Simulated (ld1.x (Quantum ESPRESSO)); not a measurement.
**An all-electron radial function and its pseudo partner (germanium (Ge))**

Columns: radius, all-electron u(r) and pseudo u(r) of the 4p shell (level -19.81 eV) of germanium in the configuration [Ar] 3d10 4s2 4p0; PBE, scalar-relativistic, TM scheme, ld1.x (Quantum ESPRESSO) 7.5.

```tsv
r (bohr)	all-electron	pseudo
0.095	0.1858	0.0030
0.190	0.0796	0.0121
0.285	-0.1352	0.0273
0.380	-0.2771	0.0486
0.475	-0.3150	0.0761
0.570	-0.2728	0.1099
0.665	-0.1825	0.1499
0.760	-0.0691	0.1960
0.855	0.0512	0.2475
0.950	0.1683	0.3037
1.045	0.2766	0.3631
1.140	0.3732	0.4238
1.235	0.4571	0.4837
1.330	0.5279	0.5401
1.425	0.5862	0.5908
1.520	0.6326	0.6339
1.615	0.6680	0.6683
1.710	0.6936	0.6936
1.805	0.7101	0.7101
1.900	0.7188	0.7188
1.995	0.7204	0.7204
2.090	0.7161	0.7161
2.185	0.7067	0.7067
2.280	0.6930	0.6930
2.375	0.6758	0.6758
2.470	0.6558	0.6558
```

(1) How many radial nodes do the two functions have?

(2) At about which radius was the pseudo-wave matched?

(3) Is the pseudo-wave norm-conserving?

Results:

(1) The all-electron 4p function has n − l − 1 = 2; the pseudo-wave has 0, since the states of the same l below it are removed with the core.

(2) 1.90 bohr. The columns agree to 0.0005 from 1.61 bohr on; several derivatives are matched, so the curves merge somewhat inside the radius.

(3) Yes: the TM scheme keeps the norm inside the radius equal to the all-electron one, which fixes the energy derivative of the logarithmic derivative at the level.
